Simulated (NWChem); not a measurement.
System: CH$_{6}$O$_{2}$Si$_{2}$; SMILES O=C[SiH2][SiH2]O

```xyz
11

O      1.1152     2.1457    -0.0326
C     -0.0921     2.1545    -0.0009
Si    -1.0813     0.4876    -0.0006
Si     0.5962    -1.1480    -0.0059
O     -0.1888    -2.6265     0.0104
H     -0.6413     3.1371     0.0278
H     -1.9639     0.4520     1.2081
H     -1.9607     0.4568    -1.2119
H      1.4506    -0.9923    -1.2249
H      1.4709    -0.9760     1.1965
H      0.3707    -3.4090     0.0087
```
Atoms are numbered in this order, from 1.

Program: NWChem. Pople sets run with spherical d functions. Structure relaxed at the PBE0/def2-SVP level. Atomic charges in e: unrestrained fits to the electrostatic potential beside Mulliken populations; buried atoms are poorly determined by the fit.

Problem. What does the run give for Hartree-Fock/6-31G*? Quantities: ESP O1; Mulliken O1; ESP C2; Mulliken C2; ESP Si3; Mulliken Si3; ESP Si4; Mulliken Si4; ESP O5; Mulliken O5; relative RMS misfit of the potential (%).

Solution. 
```yaml
ESP O1: -0.48
Mulliken O1: -0.47
ESP C2: 0.35
Mulliken C2: 0.06
ESP Si3: 0.30
Mulliken Si3: 0.43
ESP Si4: 0.76
Mulliken Si4: 0.84
ESP O5: -0.77
Mulliken O5: -0.91
relative RMS misfit of the potential (%): 24
```
